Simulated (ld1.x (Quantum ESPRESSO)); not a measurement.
**PBE TM dataset for Pt, fully relativistic all-electron reference.**

```json
{
  "Element": "platinum (Pt)",
  "Generator": "ld1.x (Quantum ESPRESSO) 7.5",
  "Type": "norm-conserving Troullier–Martins (Kleinman–Bylander form)",
  "Functional": "PBE",
  "Relativity": "fully relativistic",
  "Frozen core": "[Kr] 4d10 4f14",
  "Valence charge": "18",
  "Reference configuration": "5s2 5p6 5d8 6s0 6p0 (charge +2)",
  "Partial waves": "5p (bound): rc 1.90 bohr; 5d (bound): rc 1.35 bohr; 5s (bound): rc 0.90 bohr",
  "Local potential": "the s channel",
  "Core correction": "none"
}
```

Open shells are filled in proportion to 2j + 1 (rel_dist='average').

All-electron outer shells of the reference configuration (PBE, scalar-relativistic, ld1.x):

```tsv
shell	level (eV)	outermost node (bohr)	outermost maximum (bohr)
5s	-122.77	0.49	0.87
4f	-91.10	–	0.38
5p	-76.84	0.53	0.98
5d	-25.88	0.57	1.24
6s	-22.13	1.13	2.18
6p	-14.35	1.33	2.77
```

Question: Estimate the cutoffs (Ry, on a coarse ladder) from which the occupation-weighted sum of valence levels, in a spherical-Bessel basis at the reference potential, stays within 10 and 1 mRy of its value at 400 Ry.

Answer: 140 Ry and 260 Ry.

Question: Does the potential have ghost states?

Answer: Ghost state, extra bound levels that the all-electron valence spectrum of the same l lacks: p1/2 at -35.9 eV. A true bound ghost makes a file unfit for plane-wave use.

Question: Which valence shell sets the plane-wave cutoff?

Answer: 5s: its level needs 230 Ry to come within 1 mRy, against 60 Ry for 5d.

Question: Tests: 5s2 5p6 5d9 6s1 6p0; 5s2 5p6 5d9 6s0 6p0; 5s2 5p6 5d7 6s0 6p0; 5s2 5p6 5d8 6s1 6p0; 5s1 5p6 5d9 6s1 6p0; 5s2 5p5 5d9 6s1 6p0; 5s2 5p6 5d9.5 6s0.5 6p0. Which has the largest error in its energy relative to the reference configuration, and how large is it?

Answer: 5s1 5p6 5d9 6s1 6p0, with +192 meV (all-electron minus pseudo) on +79.13 eV.
